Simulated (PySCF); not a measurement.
NS, SMILES [N]=S, multiplicity 2. Geometry: PBE-D3(BJ)/def2-TZVPD.

Computed equilibrium geometry at PBE-D3(BJ)/def2-TZVPD (PySCF confirms it by a frequency run) as a Z-matrix, and its point group:
point group C∞v.
```
N
S 1 1.5049
```
Charge 0, spin multiplicity 2.
